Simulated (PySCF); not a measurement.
**Ar: excitation energy**

Ar [Ar] (1S) → Ar [Ne] 3s2 3p5 3d1 (high-spin determinant), as a difference of total energies. All numbers are calculated (PySCF 2.14, the non-relativistic Hamiltonian (point nucleus), in aug-cc-pV(T+d)Z with one added diffuse shell each of s, p, d, f type (7s6p5d3f, 71 functions)). Correlated levels: valence: [Ne] frozen. The calculations carry no spin-orbit coupling.

| method | excitation energy (cm⁻¹) |
| --- | --- |
| UHF | 109210 |
| LDA | 113260 |
| PBE | 110680 |
| PBE0 | 112180 |
| r2SCAN | 113080 |
| BHandHLYP | 113180 |
| MN15 | 115620 |
| r2SCANh | 113250 |
| B2PLYP | 113760 |
| MP2 (valence) | 116590 |
| SCS-MP2 (valence) | 116420 |

A first-order spin-orbit estimate (lowest level to lowest level, LS coupling) adds -0.054 eV.

The promoted electron is Rydberg-like, and one or two diffuse shells describe it only roughly, which tends to raise the upper state.

In the upper state the promoted electron has a positive orbital energy at LDA, PBE, r2SCAN, MN15, r2SCANh, so the basis confines it.

The determinant of the upper state mixes LS terms, which raises its energy above the lowest term, most at the Hartree-Fock and MP2 levels.
